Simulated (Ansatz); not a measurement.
Basis sets compared for Cd4S5. Charge 0, multiplicity 1. Geometry PBE-D4/def2-SVP. Ansatz on 4 threads of Intel Xeon on a shared host; times are rough, and most runs start from earlier orbitals.

Cartesian coordinates in Å:
```
Cd 1.352 1.317 -1.175
Cd -0.313 -3.785 0.979
Cd 0.802 -1.066 1.305
Cd -0.780 1.970 0.670
S -1.380 -1.131 -1.195
S -0.238 3.164 -1.396
S 1.661 1.197 1.495
S 0.726 -1.225 -1.446
S -1.827 -0.442 0.763
```

In the def2 sets Cd takes a core potential; there is no spin–orbit coupling. Another isomer (singlet) lies 1.59 eV lower at PBE0-D4/def2-TZVP; other spin states weren't run for this one.

Binding counts from free atoms (Cd singlet, S triplet) in the same basis, without a counterpoise term.

| level | functions | energy (Eh) | HOMO (eV) | LUMO (eV) | binding per atom (eV) | wall time |
| --- | --- | --- | --- | --- | --- | --- |
| PBE-D4/def2-SVP | 214 | -2660.6463 | -4.97 | -3.96 | 1.99 | 7 s |
| PBE0-D4/def2-SVP | 214 | -2660.7544 | -5.91 | -3.41 | 1.90 | 15 s |

Problem. Estimate the rows for PBE-D4/def2-TZVP (with forces), PBE0-D4/def2-TZVP.

Solution. 
```json
{"level": "PBE-D4/def2-TZVP (with forces)", "functions": "345", "energy (Eh)": "-2661.5026", "HOMO (eV)": "-5.01", "LUMO (eV)": "-3.99", "binding per atom (eV)": "1.98", "wall time": "18 s"}
{"level": "PBE0-D4/def2-TZVP", "functions": "345", "energy (Eh)": "-2661.5988", "HOMO (eV)": "-5.94", "LUMO (eV)": "-3.42", "binding per atom (eV)": "1.91", "wall time": "39 s"}
```
